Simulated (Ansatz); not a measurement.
This singlet lies 1.89 eV below the relaxed triplet at the level composite: frozen-core CCSD(T) with HF/cc-pVQZ and the correlation energy extrapolated as X^-3 from cc-pVTZ and cc-pVQZ, plus CCSDT(Q) minus CCSD(T) in cc-pVDZ // PBE0-D3(BJ)/def2-TZVP (Ansatz, a program for electronic structure).

A geometry relaxed with PBE0-D3(BJ)/def2-TZVP in Ansatz, charge 0, multiplicity 1:

```xyz
4

O     -0.7489    -0.3687     0.1112
Ge     0.6375     0.7144    -0.2223
H     -1.5874     0.0767    -0.0386
H      1.6988    -0.4225     0.1496
```

Task: Write the SMILES of this molecule.

Result: `[OH][GeH]`
